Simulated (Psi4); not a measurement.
Cl5Ta, charge -1, doublet, geometry from GFN2-xTB (such geometries of metal compounds can be far from the true shape) (the multiplicity is a formal guess) (core potentials on Ta) (a gas-phase anion, which may not be bound at this level); Psi4 with HF/def2-SVP.

Input for Psi4:
```
memory 2 GB

molecule {
-1 2
  Ta    0.05144744    0.04207757   -0.03644656
  Cl    1.73907412   -0.59013818    1.59068050
  Cl   -1.61972561    0.68775034   -1.67522975
  Cl    0.07586183    2.18513661    0.77698286
  Cl    1.13346920   -1.19605508   -1.63370108
  Cl   -1.54960089   -1.26737972    1.09777330
}

set basis def2-svp
set reference uhf
set damping_percentage 20

energy('scf')
print_variables()
```

Task: Write the output that Psi4 gives for this input, abridged.

Result: 
```
   => Loading Basis Set <=

    Name: DEF2-SVP
    Role: ORBITAL
    Keyword: BASIS

    !!!  WARNING: ECP capability is in beta. Please check occupations closely.  !!!

         ---------------------------------------------------------
                                   SCF
               by Justin Turney, Rob Parrish, Andy Simmonett
                          and Daniel G. A. Smith
                              UHF Reference
         ---------------------------------------------------------

  ==> Geometry <==

    Molecular point group: c1
    Full point group: C1

    Geometry (in Angstrom), charge = -1, multiplicity = 2:

       Center              X                  Y                   Z               Mass
    ------------   -----------------  -----------------  -----------------  -----------------
         TA           0.046995558393     0.038436487988    -0.033292745819   180.947995800000
         CL           1.734622238393    -0.593779262012     1.593834314181    34.968852682000
         CL          -1.624177491607     0.684109257988    -1.672075935819    34.968852682000
         CL           0.071409948393     2.181495527988     0.780136674181    34.968852682000
         CL           1.129017318393    -1.199696162012    -1.630547265819    34.968852682000
         CL          -1.554052771607    -1.271020802012     1.100927114181    34.968852682000

  Running in c1 symmetry.

  Rotational constants: A =      0.03008  B =      0.02587  C =      0.02299 [cm^-1]
  Rotational constants: A =    901.80468  B =    775.54014  C =    689.13668 [MHz]
  Nuclear repulsion =  668.481272643841862

  Charge       = -1
  Multiplicity = 2
  Electrons    = 99
  Nalpha       = 50
  Nbeta        = 49

  ==> Algorithm <==

  SCF Algorithm Type is DF.
  DIIS enabled.
  MOM disabled.
  Fractional occupation disabled.
  Guess Type is SAD.
  Energy threshold   = 1.00e-06
  Density threshold  = 1.00e-06
  Integral threshold = 1.00e-12

  ==> Primary Basis <==

  Basis Set: DEF2-SVP
    Blend: DEF2-SVP
    Number of shells: 52
    Number of basis functions: 122
    Number of Cartesian functions: 132
    Spherical Harmonics?: true
    Max angular momentum: 3

  Core potential: DEF2-SVP
    Number of shells: 4
    Number of ECP primitives: 10
    Number of ECP core electrons: 60
    Max angular momentum: 3

   => Loading Basis Set <=

    Name: (DEF2-SVP AUX)
    Role: JKFIT
    Keyword: DF_BASIS_SCF

  ==> Integral Setup <==

  SCF_SUBTYPE=INCORE selected. In-core MEM_DF algorithm will be used.
  Using in-core AOs.

  ==> MemDFJK: Density-Fitted J/K Matrices <==

    J tasked:                   Yes
    K tasked:                   Yes
    wK tasked:                   No
    Algorithm:                 Core
    Schwarz Cutoff:           1E-12
    Mask sparsity (%):       8.0220
    Fitting Condition:        1E-10

   => Auxiliary Basis Set <=

  Basis Set: (DEF2-SVP AUX)
    Blend: DEF2-UNIVERSAL-JKFIT
    Number of shells: 235
    Number of basis functions: 867
    Number of Cartesian functions: 1116
    Spherical Harmonics?: true
    Max angular momentum: 6

  Minimum eigenvalue in the overlap matrix is 7.7074952142E-03.
  Reciprocal condition number of the overlap matrix is 1.9465004023E-03.
    Using symmetric orthogonalization.

  ==> Pre-Iterations <==

  SCF Guess: Superposition of Atomic Densities via on-the-fly atomic UHF (no occupation information).

   -------------------------
    Irrep   Nso     Nmo
   -------------------------
     A        122     122
   -------------------------
    Total     122     122
   -------------------------

  ==> Iterations <==

                           Total Energy        Delta E     RMS |[F,P]|

   @DF-UHF iter SAD: -2352.43238194314426   -2.35243e+03   0.00000e+00
   @DF-UHF iter   1: -2353.33252605659663   -9.00144e-01   4.57427e-03 ADIIS/DIIS
   @DF-UHF iter   2: -2353.40760209375549   -7.50760e-02   3.85805e-03 ADIIS/DIIS/DAMP=20%
   @DF-UHF iter   3: -2353.59391080529713   -1.86309e-01   4.86788e-04 ADIIS/DIIS/DAMP=20%
   @DF-UHF iter   4: -2353.46931382556113    1.24597e-01   4.67498e-04 ADIIS/DIIS/DAMP=20%
   @DF-UHF iter   5: -2353.54824292089552   -7.89291e-02   1.96594e-04 ADIIS/DIIS/DAMP=20%
   @DF-UHF iter   6: -2353.53230895976185    1.59340e-02   1.72123e-04 ADIIS/DIIS/DAMP=20%
   @DF-UHF iter   7: -2353.53796147794537   -5.65252e-03   1.67127e-04 ADIIS/DIIS/DAMP=20%
   @DF-UHF iter   8: -2353.53964167710365   -1.68020e-03   1.49350e-04 ADIIS/DIIS/DAMP=20%
   @DF-UHF iter   9: -2353.53996083327411   -3.19156e-04   1.97336e-04 ADIIS/DIIS/DAMP=20%
   @DF-UHF iter  10: -2353.54219251986797   -2.23169e-03   5.74909e-05 DIIS/DAMP=20%
   @DF-UHF iter  11: -2353.54105540621140    1.13711e-03   5.02374e-05 DIIS/DAMP=20%
   @DF-UHF iter  12: -2353.54012411901567    9.31287e-04   1.13927e-04 ADIIS/DIIS/DAMP=20%
   @DF-UHF iter  13: -2353.53952454841328    5.99571e-04   1.38615e-04 ADIIS/DIIS/DAMP=20%
   @DF-UHF iter  14: -2353.54149805017823   -1.97350e-03   7.46141e-05 DIIS/DAMP=20%
   @DF-UHF iter  15: -2353.54085509683864    6.42953e-04   1.03652e-04 ADIIS/DIIS/DAMP=20%
   @DF-UHF iter  16: -2353.54093354929819   -7.84525e-05   7.86169e-05 DIIS/DAMP=20%
   @DF-UHF iter  17: -2353.54064492817270    2.88621e-04   8.36531e-05 DIIS/DAMP=20%
   @DF-UHF iter  18: -2353.54018299053405    4.61938e-04   9.80094e-05 DIIS/DAMP=20%
   @DF-UHF iter  19: -2353.54003320906577    1.49781e-04   1.01188e-04 ADIIS/DIIS/DAMP=20%
   @DF-UHF iter  20: -2353.54001973919821    1.34699e-05   9.24622e-05 DIIS/DAMP=20%
   @DF-UHF iter  21: -2353.53971003477727    3.09704e-04   9.18406e-05 DIIS/DAMP=20%
   @DF-UHF iter  22: -2353.53923832278497    4.71712e-04   1.10020e-04 ADIIS/DIIS/DAMP=20%
   @DF-UHF iter  23: -2353.53918221793447    5.61049e-05   7.94629e-05 DIIS/DAMP=20%
   @DF-UHF iter  24: -2353.53824290148486    9.39316e-04   1.12368e-04 ADIIS/DIIS/DAMP=20%
   @DF-UHF iter  25: -2353.53823557303031    7.32845e-06   1.41964e-04 ADIIS/DIIS/DAMP=20%
[...]
   @DF-UHF iter  51: -2353.53828304547551    6.53932e-04   1.23876e-04 ADIIS/DIIS/DAMP=20%
   @DF-UHF iter  52: -2353.53874237971240   -4.59334e-04   6.44677e-05 DIIS/DAMP=20%
   @DF-UHF iter  53: -2353.53710769796680    1.63468e-03   1.13479e-04 ADIIS/DIIS/DAMP=20%
   @DF-UHF iter  54: -2353.53684230866838    2.65389e-04   1.25816e-04 ADIIS/DIIS/DAMP=20%
   @DF-UHF iter  55: -2353.53690779177441   -6.54831e-05   1.60052e-04 ADIIS/DIIS/DAMP=20%
   @DF-UHF iter  56: -2353.53867892935250   -1.77114e-03   1.14842e-04 ADIIS/DIIS/DAMP=20%
   @DF-UHF iter  57: -2353.53876664450308   -8.77152e-05   8.22745e-05 DIIS/DAMP=20%
   @DF-UHF iter  58: -2353.53757188724558    1.19476e-03   1.04251e-04 ADIIS/DIIS/DAMP=20%
   @DF-UHF iter  59: -2353.53763389692722   -6.20097e-05   1.22974e-04 ADIIS/DIIS/DAMP=20%
   @DF-UHF iter  60: -2353.53769519423258   -6.12973e-05   8.08912e-05 DIIS/DAMP=20%
   @DF-UHF iter  61: -2353.53656247591471    1.13272e-03   1.24616e-04 ADIIS/DIIS/DAMP=20%
   @DF-UHF iter  62: -2353.53668042460868   -1.17949e-04   1.36758e-04 ADIIS/DIIS/DAMP=20%
   @DF-UHF iter  63: -2353.53728636068718   -6.05936e-04   1.12679e-04 ADIIS/DIIS/DAMP=20%
   @DF-UHF iter  64: -2353.53727449969801    1.18610e-05   1.07205e-04 ADIIS/DIIS/DAMP=20%
   @DF-UHF iter  65: -2353.53667130063286    6.03199e-04   1.24616e-04 ADIIS/DIIS/DAMP=20%
   @DF-UHF iter  66: -2353.53688138344751   -2.10083e-04   1.37656e-04 ADIIS/DIIS/DAMP=20%
   @DF-UHF iter  67: -2353.53743292578929   -5.51542e-04   1.42719e-04 ADIIS/DIIS/DAMP=20%
   @DF-UHF iter  68: -2353.53851071376357   -1.07779e-03   1.13197e-04 ADIIS/DIIS/DAMP=20%
   @DF-UHF iter  69: -2353.53850973350245    9.80261e-07   7.65472e-05 DIIS/DAMP=20%
   @DF-UHF iter  70: -2353.53754556425110    9.64169e-04   8.11548e-05 DIIS/DAMP=20%
   @DF-UHF iter  71: -2353.53628429832270    1.26127e-03   1.30659e-04 ADIIS/DIIS/DAMP=20%
   @DF-UHF iter  72: -2353.53661775911723   -3.33461e-04   1.20127e-04 ADIIS/DIIS/DAMP=20%
   @DF-UHF iter  73: -2353.53623648849680    3.81271e-04   1.27019e-04 ADIIS/DIIS/DAMP=20%
   @DF-UHF iter  74: -2353.53665941526424   -4.22927e-04   1.16575e-04 ADIIS/DIIS/DAMP=20%
   @DF-UHF iter  75: -2353.53649300671532    1.66409e-04   1.22188e-04 ADIIS/DIIS/DAMP=20%
   @DF-UHF iter  76: -2353.53652821921651   -3.52125e-05   1.50084e-04 ADIIS/DIIS/DAMP=20%
   @DF-UHF iter  77: -2353.53747702961255   -9.48810e-04   1.27812e-04 ADIIS/DIIS/DAMP=20%
   @DF-UHF iter  78: -2353.53781092296367   -3.33893e-04   1.32321e-04 ADIIS/DIIS/DAMP=20%
   @DF-UHF iter  79: -2353.53831661816048   -5.05695e-04   1.06422e-04 ADIIS/DIIS/DAMP=20%
   @DF-UHF iter  80: -2353.53812867945908    1.87939e-04   7.61092e-05 DIIS/DAMP=20%
   @DF-UHF iter  81: -2353.53682663752397    1.30204e-03   1.26880e-04 ADIIS/DIIS/DAMP=20%
   @DF-UHF iter  82: -2353.53727413863135   -4.47501e-04   1.33134e-04 ADIIS/DIIS/DAMP=20%
   @DF-UHF iter  83: -2353.53760195618952   -3.27818e-04   1.06644e-04 ADIIS/DIIS/DAMP=20%
   @DF-UHF iter  84: -2353.53728618944797    3.15767e-04   1.17899e-04 ADIIS/DIIS/DAMP=20%
   @DF-UHF iter  85: -2353.53718026287879    1.05927e-04   1.26674e-04 ADIIS/DIIS/DAMP=20%
   @DF-UHF iter  86: -2353.53753094717968   -3.50684e-04   1.14769e-04 ADIIS/DIIS/DAMP=20%
   @DF-UHF iter  87: -2353.53739430089217    1.36646e-04   1.04853e-04 ADIIS/DIIS/DAMP=20%
   @DF-UHF iter  88: -2353.53677173281176    6.22568e-04   1.15846e-04 ADIIS/DIIS/DAMP=20%
   @DF-UHF iter  89: -2353.53627659893255    4.95134e-04   9.10708e-05 DIIS/DAMP=20%
   @DF-UHF iter  90: -2353.53497744041260    1.29916e-03   1.35292e-04 ADIIS/DIIS/DAMP=20%
   @DF-UHF iter  91: -2353.53506978792302   -9.23475e-05   1.36928e-04 ADIIS/DIIS/DAMP=20%
   @DF-UHF iter  92: -2353.53506993570318   -1.47780e-07   1.39044e-04 ADIIS/DIIS/DAMP=20%
   @DF-UHF iter  93: -2353.53516558028787   -9.56446e-05   1.34174e-04 ADIIS/DIIS/DAMP=20%
   @DF-UHF iter  94: -2353.53508114035276    8.44399e-05   1.32929e-04 ADIIS/DIIS/DAMP=20%
   @DF-UHF iter  95: -2353.53494139530630    1.39745e-04   1.48204e-04 ADIIS/DIIS/DAMP=20%
   @DF-UHF iter  96: -2353.53541476374312   -4.73368e-04   1.51402e-04 ADIIS/DIIS/DAMP=20%
   @DF-UHF iter  97: -2353.53631971194318   -9.04948e-04   1.31129e-04 ADIIS/DIIS/DAMP=20%
   @DF-UHF iter  98: -2353.53656468560848   -2.44974e-04   1.35266e-04 ADIIS/DIIS/DAMP=20%
   @DF-UHF iter  99: -2353.53690610238436   -3.41417e-04   1.24620e-04 ADIIS/DIIS/DAMP=20%
   @DF-UHF iter 100: -2353.53708505956638   -1.78957e-04   1.37608e-04 ADIIS/DIIS/DAMP=20%

PsiException: Could not converge SCF iterations in 100 iterations.

  Failed to converge.

Traceback (most recent call last):
  File "psi4", line 375, in <module>
  File "<string>", line 28, in <module>
  File "site-packages/psi4/driver/driver.py", line 533, in energy
  File "site-packages/psi4/driver/procrouting/proc.py", line 2760, in run_scf
  File "site-packages/psi4/driver/procrouting/proc.py", line 2047, in scf_helper
  File "site-packages/psi4/driver/procrouting/scf_proc/scf_iterator.py", line 93, in scf_compute_energy
  File "site-packages/psi4/driver/procrouting/scf_proc/scf_iterator.py", line 86, in scf_compute_energy
  File "site-packages/psi4/driver/procrouting/scf_proc/scf_iterator.py", line 609, in scf_iterate

psi4.driver.p4util.exceptions.SCFConvergenceError: Could not converge SCF iterations in 100 iterations.

Printing out the relevant lines from the Psithon --> Python processed input file:
    """)
    core.IO.set_default_namespace("")
    core.set_global_option("BASIS", "def2-svp")
    core.set_global_option("REFERENCE", "uhf")
    core.set_global_option("DAMPING_PERCENTAGE", 20)
--> energy('scf')
    print_variables()

!-------------------------------------------------------!
!                                                       !
!  Could not converge SCF iterations in 100 iterations. !
!                                                       !
!-------------------------------------------------------!
```

Convergence was not reached.
